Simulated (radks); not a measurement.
All-electron atom: Pt3+ in [Kr] 4d10 4f14 5s1.75 5p6 5d7 5f0.25 (fractional occupations, a model configuration). Method: scalar-relativistic Kohn-Sham, BLYP, spin-polarised, spherical densities, point nucleus; open shells are filled with parallel spins first (spin-orbit coupling, left out, can overturn this in heavy ions); computed with a radial shooting solver on a logarithmic mesh with Libxc functionals.

Normalised radial functions P(r) = r R(r), r in bohr:

| r | 4f down | 5f up |
|---|---|---|
| 0.0007555 | 0.0000 | 0.0000 |
| 0.001032 | 0.0000 | 0.0000 |
| 0.001421 | 0.0000 | 0.0000 |
| 0.001942 | 0.0000 | 0.0000 |
| 0.002653 | 0.0000 | 0.0000 |
| 0.003653 | 0.0000 | 0.0000 |
| 0.004991 | 0.0000 | 0.0000 |
| 0.006873 | 0.0000 | 0.0000 |
| 0.00939 | 0.0001 | 0.0000 |
| 0.01293 | 0.0003 | 0.0000 |
| 0.01767 | 0.0010 | 0.0001 |
| 0.02413 | 0.0030 | 0.0003 |
| 0.03324 | 0.0088 | 0.0008 |
| 0.0454 | 0.0245 | 0.0021 |
| 0.06253 | 0.0650 | 0.0057 |
| 0.08542 | 0.1548 | 0.0135 |
| 0.1176 | 0.3375 | 0.0293 |
| 0.1607 | 0.6316 | 0.0543 |
| 0.2196 | 1.0072 | 0.0851 |
| 0.3024 | 1.3370 | 0.1080 |
| 0.4131 | 1.4208 | 0.1018 |
| 0.5688 | 1.1934 | 0.0540 |
| 0.7771 | 0.7891 | -0.0289 |
| 1.07 | 0.3898 | -0.1385 |
| 1.462 | 0.1417 | -0.2591 |
| 1.997 | 0.0348 | -0.3857 |
| 2.751 | 0.0048 | -0.4938 |
| 3.758 | 0.0003 | -0.5131 |
| 5.175 | 0.0000 | -0.3906 |
| 7.07 | 0.0000 | -0.1931 |
| 9.736 | 0.0000 | -0.0492 |
| 13.3 | 0.0000 | -0.0054 |

4f down: eigenvalue -108.15 eV, 0 radial nodes, <r> = 0.514 bohr, 90 % of the charge inside 0.829 bohr. 5f up: eigenvalue -11.130 eV, 1 radial node at r = 0.705 bohr, <r> = 3.95 bohr, 90 % of the charge inside 6.03 bohr.
